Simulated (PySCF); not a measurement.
**NMR parameters of (HBNH)3 ring**

(HBNH)3 ring, B3H6N3, point group D3h.

Geometry (Å), atoms numbered from 1 in this order:
```xyz
12

B    -0.1530    0.8987   -1.1216
H    -0.2810    1.6500   -2.0609
N    -1.1776    0.7587   -0.1386
B    -1.0562   -0.1198    0.9792
H    -1.9414   -0.2223    1.7972
N     0.1500   -0.8731    1.0938
B     1.2097   -0.7781    0.1431
H     2.2215   -1.4306    0.2609
N     1.0286    0.1170   -0.9531
H    -2.0244    1.3023   -0.2389
H     0.2566   -1.5029    1.8777
H     1.7672    0.2002   -1.6387
```

GIAO calculations in PySCF 2.14 on the PBE0-D3(BJ)/def2-SVP structure: isolated species, non-relativistic, equivalent atoms averaged; basis pcSseg-1.

**Question.** Give the isotropic shieldings (ppm) with KT2, PBE0.

**Answer.** 
```json
{"atoms": "N3/N6/N9", "environment": "nitrogen bonded to 2 B, H", "KT2": "117.7", "PBE0": "119.9"}
{"atoms": "B1/B4/B7", "environment": "boron bonded to 2 N, H", "KT2": "76.9", "PBE0": "73.2"}
{"atoms": "H10/H11/H12", "environment": "hydrogen on a nitrogen bonded to 2 B", "KT2": "25.47", "PBE0": "25.61"}
{"atoms": "H2/H5/H8", "environment": "hydrogen on a boron bonded to 2 N", "KT2": "26.51", "PBE0": "26.50"}
{"atoms": "HOMO–LUMO gap (eV)", "environment": "–", "KT2": "6.40", "PBE0": "8.59"}
```

**Question.** And the chemical shifts, against references computed in the same way?

**Answer.** 
```
      atoms  nucleus, reference    KT2   PBE0
   N3/N6/N9       $^{15}$N, NH3  146.6  145.8
   B1/B4/B7  $^{11}$B, BF3·OEt2   23.0   27.5
H10/H11/H12        $^{1}$H, TMS   5.71   5.66
   H2/H5/H8        $^{1}$H, TMS   4.67   4.77
```

**Question.** Which part of the shielding of N3/N6/N9 depends on the functional?

**Answer.** Diamagnetic: KT2 324, PBE0 324 ppm; paramagnetic: KT2 -206, PBE0 -204 ppm. The diamagnetic part, set mainly by inner electrons, hardly moves; the paramagnetic part goes with low-lying magnetically allowed excitations and carries the spread.

**Question.** What couplings does B3LYP/pcJ-1 (spin–dipole term only in couplings to heteroatoms) give?

**Answer.** $^{1}J$(B1,H2) = 147.6, $^{1}J$(N3,H10) = -82.6, $^{1}J$(B1,N3) = -25.8, $^{2}J$(H2,N3) = -4.6, $^{3}J$(H2,H10) = 5.3, $^{3}J$(N3,H11) = -4.1, $^{3}J$(B1,H5) = 4.0, $^{3}J$(B1,N6) = -2.6 Hz (averaged over equivalent pairs; isotopes $^{11}$B, $^{1}$H, $^{15}$N).

Experimental scales use liquid or dissolved standards, which lie at an offset from isolated NH3 (liquid NH3: subtract about 20 ppm).
